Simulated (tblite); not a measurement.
Species: C8H8S (charge +1 and doublet state).
Cartesian coordinates in Å at the GFN2-xTB level; atoms count from 1:
```xyz
17
C8H8S angstrom
C      3.9013   -0.3490   -0.4966
C      2.5104   -0.2574   -0.2050
C      1.3190   -0.1700    0.0062
C     -0.0639   -0.0667    0.2480
C     -0.3578   -0.4177    1.5222
S     -0.4052   -0.8618    2.9914
C     -0.9296    0.3659   -0.8036
C     -2.2727    0.5180   -0.7349
C     -3.1383    0.2775    0.4254
H      4.4836   -0.3286    0.4244
H      4.2052    0.4751   -1.1428
H      4.1038   -1.2859   -1.0199
H     -0.4186    0.5839   -1.7310
H     -2.7772    0.8573   -1.6309
H     -3.9096   -0.4496    0.1636
H     -2.5864   -0.0750    1.2932
H     -3.6711    1.1962    0.6803
```

The geometry is computed with GFN2-xTB (gas phase). This method treats the open shell by occupation alone, without spin polarisation.

Masses are those of the commonest isotopes; rigid-rotor values at the optimised geometry. The values belong to one conformer with, in the numbering `[CH3:1][C+:2]=[C:3][C:4](=[C:5]=[S:6])/[CH:7]=[CH:8]\[CH3:9]`, C3–C4–C7–C8 180°.

**Question.** Give the principal moments of inertia and the rotational constants in MHz.

**Answer.** Ia = 298.12, Ib = 595.98, Ic = 887.89 u·Å²; 505379 MHz·u·Å²/I gives A = 1695, B = 848.0, C = 569.2 MHz.

**Question.** Classify the top.

**Answer.** An asymmetric top. Ray's parameter κ = (2B − A − C)/(A − C) = -0.505; −1 is the prolate and +1 the oblate limit.

**Question.** Is it planar, by Δ = Ic − Ia − Ib?

**Answer.** Not planar: Δ = Ic − Ia − Ib = -6.20 u·Å². For a rigid frame Δ = −2 Σ m c², so Σ m c² = 3.10 u·Å² lies off the ab plane, practically all of it from hydrogen. The atom farthest from that plane is 1.02 Å away.

**Question.** Give the other two planar moments, Paa and Pbb, and the rms extents of the mass along the axes.

**Answer.** Paa = Σ m a² = (Ib + Ic − Ia)/2 = 592.88 and Pbb = Σ m b² = (Ia + Ic − Ib)/2 = 295.01 u·Å². With the mass M = 136.03 u, the rms extents √(P/M) along a, b and c are 2.09, 1.47, 0.15 Å.

**Question.** Where do the levels up to J = 4 lie, in MHz?

**Answer.** Above 0(0,0):
J = 1: 1(0,1) 1417, 1(1,1) 2264, 1(1,0) 2543
J = 2: 2(0,2) 4193, 2(1,2) 4820, 2(1,1) 5656, 2(2,1) 8198, 2(2,0) 8256
J = 3: 3(0,3) 8227, 3(1,3) 8620, 3(1,2) 10285, 3(2,2) 12450, 3(2,1) 12726, 3(3,1) 17416, 3(3,0) 17424
J = 4: 4(0,4) 13422, 4(1,4) 13634, 4(1,3) 16369, 4(2,3) 18073, 4(2,2) 18822, 4(3,2) 23182, 4(3,1) 23235, 4(4,1) 30004, 4(4,0) 30005

For this open shell read J as N, the rotation without spin; fine and hyperfine splittings come on top. Its GFN2-xTB frequencies are all real (lowest 24 cm⁻¹). No vibrational averaging or centrifugal distortion is included, and the geometry carries the error of its method.
